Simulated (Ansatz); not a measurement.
Geometry optimisation, Ansatz, RHF/def2-SVP.

Input file:

```yaml
crystal:
  periodic: [false, false, false]
  atoms:
    - { symbol: Si, position_ang: [0.0, 0.0, 0.0] }
    - { symbol: O, position_ang: [0.0, 0.0, 2.03] }
    - { symbol: H, position_ang: [-0.9095, -0.2814, 2.3671] }
    - { symbol: H, position_ang: [1.3768, 0.0, -0.4862] }
    - { symbol: H, position_ang: [-0.6877, 1.1914, -0.4862] }
    - { symbol: H, position_ang: [-0.6877, -1.1914, -0.4862] }
    - { symbol: Br, position_ang: [1.3622, -2.0686, 0.823] }
    - { symbol: H, position_ang: [0.6692, -1.0162, 1.9347] }
basis:
  gaussian: { orbitals: def2-SVP }
hamiltonian:
  xc: hf
relax:
  f_tol: 0.15
  max_steps: 25
  restrain:
    - { distance: [0, 6], at: 2.31, k: 30.0 }
    - { distance: [7, 1], at: 1.01, k: 30.0 }
    - { distance: [0, 1], at: 2.88, k: 30.0 }
    - { distance: [7, 6], at: 2.75, k: 30.0 }
```

Run as:

```bash
$ ansatz run input.yaml --threads 1 --pin off --max-ram 2048MiB --backend cpu --events-out ev --progress --plain --runs-dir out
```

Task: Where does it end, and by what steps?

Result: The forces met the threshold. The restraints hold the end off the free minimum. After 22 steps the energy has fallen by 2.736 eV (the restraints' own energy left out); H4 moved furthest, 1.44 Å. Parted: Si1–O2 (2.03 → 2.89 Å), Br7–H8 (1.68 → 2.75 Å).

```tsv
step	energy less start (eV)	largest force component (eV/Å)	accepted
0	0.0000	2.856	yes
1	-0.1217	2.728	yes
2	-0.0557	1.990	yes
3	-0.1140	1.434	yes
4	-0.7439	1.280	yes
5	-1.4220	1.556	yes
6	-1.9353	1.652	yes
7	-2.2539	1.370	yes
8	-2.3501	1.402	yes
9	-2.4057	2.161	yes
10	-2.4481	3.212	yes
11	-2.6038	2.073	yes
12	-2.6882	1.231	yes
13	-2.7223	0.992	yes
14	-2.6371	2.407	no
15	-2.7130	1.274	no
16	-2.7247	0.965	yes
17	-2.7310	0.920	yes
18	-2.7118	1.413	no
19	-2.7325	0.917	yes
20	-2.7352	0.947	yes
21	-2.7285	1.195	no
22	-2.7357	0.980	yes
```

```xyz
8
Properties=species:S:1:pos:R:3
Si 0.429 -0.263 -0.422
O -0.544 -0.147 2.294
H -1.339 -0.574 2.583
H 0.917 -0.290 -1.816
H 0.577 1.090 0.121
H -0.938 -0.799 -0.386
Br 1.840 -1.694 0.685
H 0.181 -0.689 2.638
```

Time of the run: 40 s on 1 thread of Arm Neoverse V1 (shared host), peak memory 0.17 GiB.
